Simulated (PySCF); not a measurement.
Correlation energy of S³⁺ (sulfur, charge +3)

[Ne] 3s2 3p1, 2P determinant. Computed with PySCF 2.14 in x2c-TZVPall, with the spin-free X2C one-electron Hamiltonian (Gaussian nucleus). Frozen: [Ne]; 3 electrons correlated.

MP2 pair energies summed by pair of shells (mhartree):

| pair | energy | share (%) |
| --- | --- | --- |
| 3s-3s | -26.62 | 54.9 |
| 3s-3p | -21.88 | 45.1 |

Total MP2 correlation energy: -48.50 mhartree.

Same-spin part -2.98 and opposite-spin part -45.52 mhartree; SCS-MP2 scales them by 1/3 and 6/5 to -55.61 mhartree.

```csv
level,correlation energy (mhartree)
CCSD,-69.08
(T),-0.95
CCSD(T),-70.03
```

Diagnostics: T1 = 0.010, D1 = 0.0237, largest double amplitude 0.107.

Task: Is a single reference adequate?

Result: Mostly. T1 lies below 0.03, but a double amplitude of this size points to a near-degeneracy that CCSD handles and MP2 describes poorly.
